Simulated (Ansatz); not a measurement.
Cost and result for the atomization energy of `[F][Ga]([Br])[SnH3]` (7 atoms, 6 bonds).

Z-matrix (Å, degrees):
```
Sn
Ga 1 2.602
H 1 1.702 2 109.1
H 1 1.702 2 109.6 3 120.8
H 1 1.703 2 108.4 3 -119.4
Br 2 2.286 1 127.0 3 23.7
F 2 1.754 1 120.9 3 -156.9
```

The species carries charge 0 and has multiplicity 1. Correlated methods include outer-core shells of Br, Ga, Sn, which these sets cover unevenly. Scalar relativity is left out up to krypton. Sn takes the def2 core potential. The geometry is a stationary point of PBE0-D4/def2-TZVP. Program: Ansatz. All runs use 4 threads of an Arm Neoverse V2 on a shared host. Times are those of one run each, without the atoms' runs, and a repeat can differ threefold. Electronic energies, without spin–orbit coupling; frozen cores. CCSD(T)/CBS adds CCSD(T) − MP2 in def2-TZVPP to the MP2 limit, and its time is that of the two runs behind it. T1 = 0.013. With those shells the extrapolation isn't a true limit. B3LYP takes the VWN-RPA correlation (the form of Gaussian; ORCA's B3LYP/G).

CCSD(T)/CBS is a level of theory with its own doubt, some kJ/mol a heavy atom from the limit and from the frozen cores, so smaller differences don't rank the functionals.

```csv
level,functions,wall time,atomization (kJ/mol),difference from CCSD(T)/CBS,per bond
LDA (SPW92)/def2-TZVPP,219,1.4 s,2042.0,240.8,40.1
BLYP-D4/def2-TZVPP,219,2.3 s,1729.1,-72.1,-12.0
r2SCAN-D4/def2-TZVPP (with forces),219,6 s,1785.6,-15.6,-2.6
B3LYP-D4/def2-TZVPP (with forces),219,6 s,1740.3,-60.9,-10.1
r2SCANh-D4/def2-TZVPP,219,6.5 s,1770.9,-30.3,-5.0
B2PLYP/def2-TZVPP,219,7 s,1735.3,-65.9,-11.0
ωB97X-V/def2-TZVPP,219,10 s,1793.5,-7.7,-1.3
B97M-V/def2-TZVPP,219,10 s,1800.6,-0.6,-0.1
ωB97M-V/def2-TZVPP (with forces),219,15 s,1756.8,-44.4,-7.4
CCSD(T)/def2-SVP,119,15 s,1659.0,-142.2,-23.7
MP2/def2-QZVPP,407,22 s,1796.1,-5.1,-0.8
CCSD(T)/def2-TZVPP,219,4.4 min,1757.1,-44.1,-7.3
CCSD(T)/CBS(def2),–,4.7 min,1801.2,0.0,0.0
```

From BLYP to BHLYP (50 % exact exchange), in def2-TZVPP and without D4, the atomization energy moves by −14.5 kJ/mol: exact exchange takes away binding that semilocal exchange gives to molecules. In def2-TZVPP, CCSD(T) changes the Hartree–Fock value by +490.9 kJ/mol (the triples alone add +31.6 kJ/mol) and MP2 by +504.0 kJ/mol; breaking electron pairs costs correlation energy, which Hartree–Fock lacks. Leaving LDA and LC-ωPBE aside and taking each functional with its dispersion term where it has one, the values, not all of them listed here, spread over 92.7 kJ/mol, from BHLYP-D4 to B97M-V. LDA lies +289.2 kJ/mol from PBE without D4, its usual overbinding.

Spin–orbit coupling would lower the free Sn atoms strongly, and the atomization energy with them, by more than many differences here. For some Ge, Se and Sn compounds the MP2-based and the directly extrapolated limit differ by 10 to 25 kJ/mol.
